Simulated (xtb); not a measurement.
C6H5O, doublet, from a rough starting geometry; GFN2-xTB (xtb).

The xtb input:
```
$ xtb mol.xyz --gfn 2 --uhf 1 --opt vtight --json

# file mol.xyz
12

O      2.48268449    -0.73229427    -0.00780931
C      1.17800075    -0.48139136    -0.03733988
C      0.27110075    -1.43703790     0.10541385
C     -1.13080147    -1.23783138     0.19823649
C     -1.60313191     0.01518642     0.03628873
C     -0.70029808     1.11236726    -0.11979675
C      0.70446395     0.81520028    -0.11449023
H      2.97760842     0.12002212    -0.16738180
H     -1.76145433    -2.12620442     0.34306309
H     -2.62031782     0.18842544     0.04367574
H     -1.06072664     2.14946274    -0.17951985
H      1.31798017     1.66846331    -0.22732716
```

What the program printed (banner, timings and long lists left out):

```
   ID    Z sym.   atoms
    1    8 O      1
    2    6 C      2-7
    3    1 H      8-12

           -------------------------------------------------
          |                Calculation Setup                |
           -------------------------------------------------

           -------------------------------------------------
          |                 G F N 2 - x T B                 |
           -------------------------------------------------

          ...................................................
          :                      SETUP                      :
          :.................................................:
          :  # basis functions                  33          :
          :  # atomic orbitals                  33          :
          :  # shells                           19          :
          :  # electrons                        35          :
          :  max. iterations                   250          :
          :  Hamiltonian                  GFN2-xTB          :
          :  restarted?                      false          :
          :  GBSA solvation                  false          :
          :  PC potential                    false          :
          :  electronic temp.          300.0000000     K    :
          :  accuracy                    1.0000000          :
          :  -> integral cutoff          0.2500000E+02      :
          :  -> integral neglect         0.1000000E-07      :
          :  -> SCF convergence          0.1000000E-05 Eh   :
          :  -> wf. convergence          0.1000000E-03 e    :
          :  Broyden damping             0.4000000          :
          :  net charge                          0          :
          :  unpaired electrons                  1          :
          ...................................................

 iter      E             dE          RMSdq      gap      omega  full diag
   1    -19.6260941 -0.196261E+02  0.510E+00    2.61       0.0  T
   2    -19.6357539 -0.965978E-02  0.306E+00    2.28       1.0  T
   3    -19.6222664  0.134874E-01  0.139E+00    2.91       1.0  T
   4    -19.6390742 -0.168077E-01  0.283E-01    2.40       1.0  T
   5    -19.6397634 -0.689195E-03  0.123E-01    2.53       1.0  T
   6    -19.6398647 -0.101360E-03  0.447E-02    2.50       1.0  T
   7    -19.6398643  0.394708E-06  0.234E-02    2.49       1.2  T
   8    -19.6398689 -0.455918E-05  0.732E-03    2.50       3.9  T
   9    -19.6398689 -0.418207E-07  0.299E-03    2.50       9.6  T
[...]
         :: total energy             -19.326497456424 Eh    ::
 * total energy  :   -19.3264975 Eh     change       -0.9318768E-11 Eh
 * total energy  :   -19.3405338 Eh     change       -0.1403637E-01 Eh
 * total energy  :   -19.3425596 Eh     change       -0.2025759E-02 Eh
 * total energy  :   -19.3427361 Eh     change       -0.1764859E-03 Eh
 * total energy  :   -19.3427850 Eh     change       -0.4896047E-04 Eh
 * total energy  :   -19.3427904 Eh     change       -0.5411979E-05 Eh
 * total energy  :   -19.3427917 Eh     change       -0.1295091E-05 Eh
 * total energy  :   -19.3427919 Eh     change       -0.1789356E-06 Eh
 * total energy  :   -19.3427920 Eh     change       -0.4146432E-07 Eh
   *** GEOMETRY OPTIMIZATION CONVERGED AFTER 9 ITERATIONS ***
         :: total energy             -19.342791960891 Eh    ::
[...]
  q+dip:        5.297       7.163      -0.921      -1.206      -0.724      -4.376
   full:        4.139       6.852      -1.858      -1.033      -0.369      -2.281

           -------------------------------------------------
          |                Geometry Summary                 |
           -------------------------------------------------

      molecular mass/u    :       93.1035241
   center of mass at/Å    :        0.2493483      -0.2577359       0.0083207
  moments of inertia/u·Å² :        0.8216057E+02   0.1924255E+03   0.2745860E+03
rotational constants/cm⁻¹ :        0.2051791E+00   0.8760604E-01   0.6139290E-01

 * 12 selected distances

     #   Z          #   Z                                           value/Å
     1   8 O        2   6 C                                       1.3562423
     2   6 C        3   6 C                                       1.3733268
     3   6 C        4   6 C                                       1.3571255
     4   6 C        5   6 C                                       1.3966104
     5   6 C        6   6 C                                       1.3814498
     2   6 C        7   6 C                                       1.3994382 (max)
     6   6 C        7   6 C                                       1.3834442
     1   8 O        8   1 H                                       0.9647372 (min)
     4   6 C        9   1 H                                       1.0793227
     5   6 C       10   1 H                                       1.0794549
     6   6 C       11   1 H                                       1.0805182
     7   6 C       12   1 H                                       1.0833757

 * 4 distinct bonds (by element types)

   Z      Z             #   av. dist./Å        max./Å        min./Å
   1 H    6 C           4     1.0806679     1.0833757     1.0793227
   6 C    6 C           6     1.3818991     1.3994382     1.3571255
   1 H    8 O           1     0.9647372     0.9647372     0.9647372
   6 C    8 O           1     1.3562423     1.3562423     1.3562423

optimized geometry written to: xtbopt.xyz

           -------------------------------------------------
          | TOTAL ENERGY              -19.342791960891 Eh   |
          | GRADIENT NORM               0.000055700982 Eh/α |
          | HOMO-LUMO GAP               2.769788010878 eV   |
           -------------------------------------------------

normal termination of xtb
```
